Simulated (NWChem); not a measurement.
System: C₃HBFNO; SMILES C#CB(F)OC#N

The following NWChem deck was run.

```
start job
memory heap 200 mb stack 900 mb global 1100 mb
geometry units angstroms noautoz
  C      1.957261    -1.580625     0.000000
  C      0.815462    -1.173416     0.000000
  B     -0.598428    -0.641045     0.000000
  F     -1.663286    -1.416859     0.000000
  O     -0.894514     0.722533     0.000000
  C      0.006235     1.657475     0.000000
  N      0.757196     2.546141     0.000000
  H      2.963918    -1.938558     0.000000
end
basis spherical
  * library def2-tzvp
end
dft
  xc xpbe96 cpbe96
  iterations 150
  semidirect filesize 400000000
  mulliken
end
task dft energy
```

Parts of the log:

```
             Northwest Computational Chemistry Package (NWChem) 7.3.0
             --------------------------------------------------------

 CS  symmetry detected

                             Geometry "geometry" -> ""
                             -------------------------

 Output coordinates in angstroms (scale by  1.889725989 to convert to a.u.)

  No.       Tag          Charge          X              Y              Z
 ---- ---------------- ---------- -------------- -------------- --------------
    1 C                    6.0000     2.14617609    -1.29644639     0.00000000
    2 C                    6.0000     0.96138802    -1.03992864     0.00000000
    3 B                    5.0000    -0.50936327    -0.69439362     0.00000000
    4 F                    9.0000    -1.46524641    -1.60108946     0.00000000
    5 O                    8.0000    -0.97887334     0.61959731     0.00000000
    6 C                    6.0000    -0.20625514     1.66292201     0.00000000
    7 N                    7.0000     0.42379602     2.64103510     0.00000000
    8 H                    1.0000     3.19059481    -1.52153280     0.00000000

 Effective nuclear repulsion energy (a.u.)     227.4454617127

      Symmetry information
      --------------------

 Group name             Cs
 Group number              2
 Group order               2
 No. of unique centers     8

  pbe96 is a nonlocal functional; adding pw91lda local functional.

                                 NWChem DFT Module
                                 -----------------

 Summary of "ao basis" -> "ao basis" (spherical)
 ------------------------------------------------------------------------------
       Tag                 Description            Shells   Functions and Types
 ---------------- ------------------------------  ------  ---------------------
 C                         def2-tzvp                11       31   5s3p2d1f
 B                         def2-tzvp                11       31   5s3p2d1f
 F                         def2-tzvp                11       31   5s3p2d1f
 O                         def2-tzvp                11       31   5s3p2d1f
 N                         def2-tzvp                11       31   5s3p2d1f
 H                         def2-tzvp                 4        6   3s1p

      Symmetry analysis of basis
      --------------------------

        a'        152
        a"         71

            General Information
            -------------------
          SCF calculation type: DFT
          Wavefunction type:  closed shell.
          No. of atoms     :     8
          No. of electrons :    48
           Alpha electrons :    24
            Beta electrons :    24
          Charge           :     0
          Spin multiplicity:     1
          Use of symmetry is: on ; symmetry adaption is: on
          Maximum number of iterations: 150
          AO basis - number of functions:   223
                     number of shells:    81
          Convergence on energy requested:  1.00D-06
          Convergence on density requested:  1.00D-05
          Convergence on gradient requested:  5.00D-04

              XC Information
              --------------
          PerdewBurkeErnzerhof Exchange Functional  1.000
            Perdew 1991 LDA Correlation Functional  1.000 local
           PerdewBurkeErnz. Correlation Functional  1.000 non-local

             Grid Information
             ----------------
          Grid used for XC integration:  medium
          Radial quadrature: Mura-Knowles
          Angular quadrature: Lebedev.
          Tag              B.-S. Rad. Rad. Pts. Rad. Cut. Ang. Pts.
          ---              ---------- --------- --------- ---------
          C                   0.70       49          12.0       434
          B                   0.85       49          11.0       434
          F                   0.50       49          12.0       434
          O                   0.60       49          12.0       434
          N                   0.65       49          13.0       434
          H                   0.35       45          12.0       434
          Grid pruning is: on
          Number of quadrature shells:   388
          Spatial weights used:  Erf1

      Superposition of Atomic Density Guess
      -------------------------------------

 Sum of atomic energies:        -366.56244408

      Non-variational initial energy
      ------------------------------

 Total energy =    -369.427850
 1-e energy   =    -951.444184
 2-e energy   =     354.570873
 HOMO         =      -0.369462
 LUMO         =      -0.026766

      Symmetry analysis of molecular orbitals - initial
      -------------------------------------------------

  Numbering of irreducible representations:

     1 a'          2 a"

  Orbital symmetries:

     1 a'          2 a'          3 a'          4 a'          5 a'
     6 a'          7 a'          8 a'          9 a'         10 a'
    11 a'         12 a'         13 a'         14 a'         15 a"
    16 a'         17 a'         18 a"         19 a'         20 a'
    21 a'         22 a"         23 a"         24 a'         25 a"
    26 a'         27 a'         28 a'         29 a"         30 a'
    31 a'         32 a"         33 a'         34 a'

------------------------------------------------------------
EAF file 0: "./job.aoints.0" size=530055168 bytes
------------------------------------------------------------
               write      read    awrite     aread      wait
               -----      ----    ------     -----      ----
     calls:     1011         0         0         0         0
   data(b): 5.30e+08  0.00e+00  0.00e+00  0.00e+00
   time(s): 0.00e+00  0.00e+00  0.00e+00  0.00e+00  0.00e+00
rate(mb/s): 0.00e+00  0.00e+00
------------------------------------------------------------

     ---------------------------------------------
      Total Density - Mulliken Population Analysis
     ---------------------------------------------

    Atom       Charge   Shell Charges
 -----------   ------   -------------------------------------------------------
    1 C    6     6.01   0.86  1.12  0.61  0.42  0.08  1.15  1.33  0.40  0.01  0.02  0.01
    2 C    6     6.38   0.86  1.12  0.61  0.47  0.19  1.24  1.45  0.38  0.01  0.04  0.01
    3 B    5     4.12   0.91  1.07  0.48  0.32  0.04  0.65  0.36  0.06  0.09  0.10  0.04
    4 F    9     9.41   0.77  1.20  0.61  0.99  0.33  2.36  2.32  0.83  0.00  0.01  0.00
    5 O    8     8.38   0.79  1.18  0.58  0.92  0.25  1.90  2.07  0.67  0.00  0.02  0.00
    6 C    6     5.14   0.86  1.12  0.57  0.34  0.04  0.94  0.91  0.22  0.04  0.08  0.03
    7 N    7     7.82   0.82  1.15  0.63  0.93  0.27  1.53  1.68  0.76  0.01  0.03  0.00
    8 H    1     0.75   0.22  0.42  0.09  0.02

   convergence    iter        energy       DeltaE   RMS-Dens  Diis-err
 ---------------- ----- ----------------- --------- --------- ---------
 d= 0,ls=0.0,diis     1   -369.1196845530 -5.97D+02  1.01D-02  2.14D+00
 d= 0,ls=0.0,diis     2   -368.1181563261  1.00D+00  6.98D-03  1.09D+01
 d= 0,ls=0.0,diis     3   -369.2462696091 -1.13D+00  2.23D-03  8.19D-01
 d= 0,ls=0.0,diis     4   -369.2946409718 -4.84D-02  1.22D-03  3.62D-01
 d= 0,ls=0.0,diis     5   -369.3226550420 -2.80D-02  6.43D-04  6.58D-02
  Resetting Diis
 d= 0,ls=0.0,diis     6   -369.3290022523 -6.35D-03  2.27D-04  1.84D-02
 d= 0,ls=0.0,diis     7   -369.3311397820 -2.14D-03  1.17D-04  4.34D-04
 d= 0,ls=0.0,diis     8   -369.3310188959  1.21D-04  8.06D-05  1.67D-03
 d= 0,ls=0.0,diis     9   -369.3311687107 -1.50D-04  2.55D-05  1.52D-04
 d= 0,ls=0.0,diis    10   -369.3311847471 -1.60D-05  5.28D-06  8.86D-06
 d= 0,ls=0.0,diis    11   -369.3311855977 -8.51D-07  1.42D-06  3.30D-07

         Total DFT energy =     -369.331185597742
      One electron energy =     -954.827174018126
           Coulomb energy =      404.232537158078
    Exchange-Corr. energy =      -46.182010450356
 Nuclear repulsion energy =      227.445461712662

 Numeric. integr. density =       48.000000326893

                  Occupations of the irreducible representations
                  ----------------------------------------------

                     irrep           alpha         beta
                     --------     --------     --------
                     a'               20.0         20.0
                     a"                4.0          4.0

                       DFT Final Molecular Orbital Analysis
                       ------------------------------------

 Vector   22  Occ=2.000000D+00  E=-2.991339D-01  Symmetry=a'
              MO Center= -5.1D-03,  1.9D+00, -2.3D-15, r^2= 1.8D+00
   Bfn.  Coefficient  Atom+Function         Bfn.  Coefficient  Atom+Function
  ----- ------------  ---------------      ----- ------------  ---------------
   192      0.272650  7 N  px               161      0.224379  6 C  px
   195      0.215069  7 N  px               130     -0.195686  5 O  px
   164      0.182039  6 C  px               193     -0.179726  7 N  py
   133     -0.161577  5 O  px               196     -0.146853  7 N  py
   162     -0.128394  6 C  py               198      0.126511  7 N  px

 Vector   23  Occ=2.000000D+00  E=-2.960706D-01  Symmetry=a'
              MO Center=  1.5D+00, -1.1D+00, -4.1D-16, r^2= 1.8D+00
   Bfn.  Coefficient  Atom+Function         Bfn.  Coefficient  Atom+Function
  ----- ------------  ---------------      ----- ------------  ---------------
     7      0.304827  1 C  py                38      0.293880  2 C  py
    41      0.246993  2 C  py                10      0.244340  1 C  py
    13      0.142010  1 C  py                44      0.091930  2 C  py
    99      0.075690  4 F  px                37      0.073884  2 C  px
     6      0.061680  1 C  px               102      0.058380  4 F  px

 Vector   24  Occ=2.000000D+00  E=-2.898924D-01  Symmetry=a"
              MO Center=  1.8D-01,  1.5D+00, -2.6D-15, r^2= 3.2D+00
   Bfn.  Coefficient  Atom+Function         Bfn.  Coefficient  Atom+Function
  ----- ------------  ---------------      ----- ------------  ---------------
   194      0.307712  7 N  pz               197      0.246712  7 N  pz
   132     -0.229384  5 O  pz               163      0.219716  6 C  pz
   135     -0.195253  5 O  pz               166      0.182682  6 C  pz
   200      0.147798  7 N  pz               138     -0.140652  5 O  pz
     8      0.123637  1 C  pz                39      0.109073  2 C  pz

 Vector   25  Occ=0.000000D+00  E=-1.149994D-01  Symmetry=a"
              MO Center=  5.9D-01, -8.5D-01,  1.6D-15, r^2= 3.5D+00
   Bfn.  Coefficient  Atom+Function         Bfn.  Coefficient  Atom+Function
  ----- ------------  ---------------      ----- ------------  ---------------
    14      0.348314  1 C  pz                73     -0.331355  3 B  pz
    70     -0.329323  3 B  pz                 8      0.272570  1 C  pz
    45     -0.246193  2 C  pz                11      0.229955  1 C  pz
   101      0.152305  4 F  pz               107      0.131883  4 F  pz
    39     -0.129883  2 C  pz               132      0.128281  5 O  pz

 Vector   26  Occ=0.000000D+00  E=-5.535108D-02  Symmetry=a'
              MO Center=  1.3D+00, -9.7D-01,  7.4D-17, r^2= 3.2D+00
   Bfn.  Coefficient  Atom+Function         Bfn.  Coefficient  Atom+Function
  ----- ------------  ---------------      ----- ------------  ---------------
    13      0.504978  1 C  py                44     -0.488991  2 C  py
     7      0.301552  1 C  py                 5     -0.266849  1 C  s
    38     -0.262631  2 C  py               191      0.263584  7 N  s
    10      0.241179  1 C  py               160     -0.235313  6 C  s
    41     -0.232039  2 C  py                36      0.210214  2 C  s

 Vector   27  Occ=0.000000D+00  E=-1.685231D-02  Symmetry=a'
              MO Center= -3.9D-01,  2.8D-01, -2.3D-14, r^2= 6.0D+00
   Bfn.  Coefficient  Atom+Function         Bfn.  Coefficient  Atom+Function
  ----- ------------  ---------------      ----- ------------  ---------------
    67      2.271376  3 B  s                 43      1.292855  2 C  px
   191     -1.249942  7 N  s                  5     -1.230980  1 C  s
   160      0.863558  6 C  s                168      0.685762  6 C  py
    12      0.582918  1 C  px                 4     -0.487934  1 C  s
    44     -0.481450  2 C  py                71      0.442246  3 B  px

------------------------------------------------------------
EAF file 0: "./job.aoints.0" size=745537536 bytes
------------------------------------------------------------
               write      read    awrite     aread      wait
               -----      ----    ------     -----      ----
     calls:     1422        10         0     14210     14210
   data(b): 7.46e+08  5.24e+06  0.00e+00  7.45e+09
   time(s): 0.00e+00  0.00e+00  0.00e+00  0.00e+00  0.00e+00
rate(mb/s): 0.00e+00  0.00e+00
------------------------------------------------------------

     ---------------------------------------------
      Total Density - Mulliken Population Analysis
     ---------------------------------------------

    Atom       Charge   Shell Charges
 -----------   ------   -------------------------------------------------------
    1 C    6     6.19   0.86  1.11  0.58  0.49  0.20  1.29  1.22  0.41  0.01  0.02  0.01
    2 C    6     6.00   0.86  1.11  0.57  0.41  0.09  1.31  1.35  0.25  0.01  0.03  0.01
    3 B    5     4.68   0.91  1.05  0.52  0.25  0.02  1.02  0.49  0.09  0.12  0.16  0.05
    4 F    9     9.16   0.77  1.20  0.62  0.95  0.37  2.29  2.08  0.86  0.00  0.01  0.00
    5 O    8     8.14   0.79  1.18  0.59  0.91  0.29  1.93  1.87  0.55  0.00  0.03  0.00
    6 C    6     5.99   0.86  1.11  0.57  0.46  0.03  1.33  1.15  0.33  0.04  0.09  0.02
    7 N    7     7.03   0.82  1.15  0.63  0.82  0.22  1.44  1.29  0.63  0.01  0.03  0.00
    8 H    1     0.81   0.26  0.44  0.09  0.02

     -------------------------------------------
      Total Density - Lowdin Population Analysis
     -------------------------------------------

    Atom       Charge   Shell Charges
 -----------   ------   -------------------------------------------------------
    1 C    6     5.98   0.91  1.03  0.39  0.38  0.19  1.10  1.23  0.58  0.01  0.11  0.04
    2 C    6     5.99   0.91  1.03  0.35  0.35  0.19  1.12  1.24  0.57  0.01  0.18  0.04
    3 B    5     5.79   0.95  0.99  0.31  0.23  0.12  0.87  0.76  0.26  0.23  0.75  0.32
    4 F    9     8.60   0.86  1.10  0.57  0.65  0.34  2.13  2.03  0.90  0.00  0.02  0.00
    5 O    8     7.50   0.87  1.08  0.48  0.48  0.25  1.75  1.74  0.75  0.00  0.09  0.01
    6 C    6     6.32   0.91  1.03  0.37  0.31  0.15  1.14  1.19  0.52  0.05  0.55  0.09
    7 N    7     6.95   0.89  1.06  0.49  0.54  0.32  1.28  1.47  0.77  0.01  0.10  0.02
    8 H    1     0.86   0.25  0.38  0.17  0.07

     Multipole analysis of the density
     ---------------------------------

     L   x y z        total         alpha         beta         nuclear
     -   - - -        -----         -----         ----         -------
     0   0 0 0      0.000000    -24.000000    -24.000000     48.000000

     1   1 0 0      0.351832      0.175916      0.175916      0.000000
     1   0 1 0     -1.194941     -0.597471     -0.597471     -0.000000
     1   0 0 1     -0.000000     -0.000000     -0.000000      0.000000

     2   2 0 0    -23.857803   -142.557931   -142.557931    261.258060
     2   1 1 0     -5.077730      4.139747      4.139747    -13.357223
     2   1 0 1      0.000000      0.000000      0.000000      0.000000
     2   0 2 0    -35.889910   -219.458757   -219.458757    403.027604
     2   0 1 1      0.000000      0.000000      0.000000      0.000000
     2   0 0 2    -27.541535    -13.770768    -13.770768      0.000000
```

Level: PBE/def2-TZVP. Coordinates come from a B3LYP/6-31G* (spherical d) optimisation.
